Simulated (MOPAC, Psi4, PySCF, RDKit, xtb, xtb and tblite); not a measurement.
Two geometries of SMILES OB(O)c1cccc([SiH3])c1 (C6H9BO2Si), relaxed at GFN2-xTB with one dihedral held; other torsions can differ between them too.

Structure A

```
19

O      3.5829     0.3114    -0.5431
B      2.3439     0.0723    -1.0136
O      2.2143    -0.2984    -2.3202
C      1.1013     0.1814    -0.0350
C      0.7901     1.3693     0.6233
C     -0.3251     1.4582     1.4382
C     -1.1478     0.3603     1.6089
C     -0.8749    -0.8442     0.9663
Si    -1.9995    -2.3364     1.2172
C      0.2456    -0.9039     0.1451
H      4.2747     0.2105    -1.1990
H      1.3264    -0.4812    -2.6218
H      1.4360     2.2259     0.4965
H     -0.5525     2.3876     1.9415
H     -2.0164     0.4360     2.2487
H     -3.3783    -1.9632     0.8849
H     -1.9414    -2.7672     2.6168
H     -1.5584    -3.4236     0.3406
H      0.4700    -1.8331    -0.3641
```

Structure B

```
19

O      3.5687     0.1673    -0.4832
B      2.3408     0.0456    -1.0262
O      2.2508    -0.1082    -2.3789
C      1.0727     0.1235    -0.0829
C     -0.0809     0.7995    -0.4799
C     -1.1782     0.8887     0.3585
C     -1.1417     0.2988     1.6082
C     -0.0078    -0.3809     2.0459
Si     0.0310    -1.1661     3.7600
C      1.0837    -0.4479     1.1882
H      4.2813     0.1200    -1.1223
H      1.3672    -0.1856    -2.7342
H     -0.1168     1.2708    -1.4542
H     -2.0626     1.4205     0.0357
H     -2.0037     0.3690     2.2576
H     -1.0929    -2.1010     3.8851
H     -0.1089    -0.1208     4.7787
H      1.2951    -1.8799     3.9403
H      1.9793    -0.9612     1.5076
```

Problem. Which is lower in energy at the level Psi4 with PBE0-D3(BJ)/def2-SVP // GFN2-xTB, and by how much?

Solution. B is lower, by 1.28 kcal/mol (dihedral O1–B2–C4–C5: 60° in A, 140° in B).

E(B) − E(A) in kcal/mol at the other levels, on the same two geometries: GFN2-xTB (xtb and tblite) -0.70; PBE0/def2-SVP // GFN2-xTB (Psi4) -1.27; PBE/def2-SVP // GFN2-xTB (Psi4) -1.20; PBE-D3(BJ)/def2-SVP // GFN2-xTB (Psi4) -1.22; UFF // GFN2-xTB (RDKit) -2.95; AM1, restricted, heats of formation // GFN2-xTB (MOPAC) -0.66; PM7, restricted, heats of formation // GFN2-xTB (MOPAC) -0.49; GFN1-xTB // GFN2-xTB (xtb) -0.91; restricted B3LYP/6-31G*, spherical d, density fitting // GFN2-xTB (PySCF) -1.35; restricted M06-2X/6-31G*, spherical d, density fitting // GFN2-xTB (PySCF) -1.53.
